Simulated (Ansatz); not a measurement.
Problem. Name a neutral molecule of C, In, O and H with LUMO energy (PBE0/def2-TZVPP) between -0.80 and -0.50 eV and HOMO–LUMO gap (B3LYP/def2-TZVPP) between 5.95 and 6.25 eV (Ansatz, PBE0-D4/def2-TZVP geometry).

Solution. `[CH3][In]([CH3])[OH]` (-0.69 eV, 6.23 eV). Other molecules can fit too; these were computed, each in one conformer that needn't be the lowest.

B3LYP here is the variant with VWN-RPA as its local correlation; programs differ in this.
